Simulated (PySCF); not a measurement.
A side-by-side comparison of computed properties.

First species: C6H11B.
SMILES: `C=CCBC(=C)C`

Second species: C₆H₁₁B.
Z-matrix (Å and degrees, PBE0-D3(BJ)/def2-SVP geometry), rows numbered from 1:
```
B 
C   1  1.5252
C   2  1.5222  1  121.22
C   3  1.4738  2   62.27  1   -99.81
C   4  1.4905  2  118.34  3   112.21
C   5  1.5028  4  119.69  2   173.33
C   6  1.4994  5   59.97  4  -109.62
H   1  1.2140  2  119.00  3    20.25
H   1  1.2106  2  122.07  3  -162.15
H   2  1.0948  1  119.87  3   156.79
H   3  1.0935  2  115.93  4  -108.87
H   3  1.0928  2  117.64  4   110.15
H   4  1.0955  2  115.53  3  -107.46
H   5  1.0956  4  114.08  2   -42.17
H   6  1.0938  5  117.47  7   108.11
H   6  1.0931  5  118.32  7  -108.52
H   7  1.0930  5  118.33  6   108.43
H   7  1.0939  5  117.36  6  -108.18
```

Levels: wB97X-D/def2-SVPD for dipole moment, HOMO energy, LUMO energy, HOMO–LUMO gap, static isotropic polarisability and electronic spatial extent ⟨r²⟩ about the centre of nuclear charge; TDDFT wB97X-D/def2-SVPD for lowest singlet excitation; TDA wB97X-D/def2-SVPD for lowest triplet excitation (Tamm–Dancoff); ΔSCF wB97X-D/def2-SVPD for vertical ionisation energy; PBE0-D3(BJ)/def2-SVP for rotational constant A and rotational constant C. Geometries: PBE0-D3(BJ)/def2-SVP. Each structure is a single optimised conformer of the isolated species, non-relativistic unless stated. Electronic properties by PySCF.

Dipoles, sizes and rotational constants follow the conformer. The torsions of the flexible species, by atom-mapped SMILES:
- `[CH2:1]=[CH:2][CH2:3][BH:4][C:5](=[CH2:6])[CH3:7]`: C1–C2–C3–B4 -78°, C2–C3–B4–C5 -85°, C3–B4–C5–C6 -179°
- `[BH2:1][C@@H:2]1[CH2:3][C@H:4]1[CH:5]1[CH2:6][CH2:7]1`: C3–C4–C5–C6 -116°

Q: Which has the higher S1 energy?

A: The second: 5.75 eV against 5.23 eV, a difference of 0.52 eV.

Q: Which has the higher rotational constant C?

A: The second: 1.426 GHz against 1.401 GHz, a difference of 0.025 GHz.

Q: Which of the two has the higher T1 energy, and by how much?

A: The second: 5.17 eV against 3.62 eV, a difference of 1.55 eV.

Q: Which has the higher rotational constant A?

A: The second: 5.843 GHz against 4.497 GHz, a difference of 1.346 GHz.

Q: Which of the two has the higher HOMO energy, and by how much?

A: The first: -8.93 eV against -9.24 eV, a difference of 0.31 eV.

Q: Which has the higher dipole moment?

A: The second: 1.44 D against 0.71 D, a difference of 0.73 D.

Q: Which has the higher HOMO–LUMO gap?

A: The second: 10.09 eV against 9.28 eV, a difference of 0.81 eV.

Q: Which has the higher ⟨r²⟩?

A: The first: 963 bohr² against 901 bohr², a difference of 62 bohr².

On the first: The dipole matches unit charges of opposite sign 0.15 Å apart (1 e·Å = 4.8032 D).

On the second: A dipole of 1.44 D is allowed in C1, and pure rotational transitions are dipole-allowed. In wavenumbers S1 is 46300 cm⁻¹ (1 eV = 8065.54 cm⁻¹).
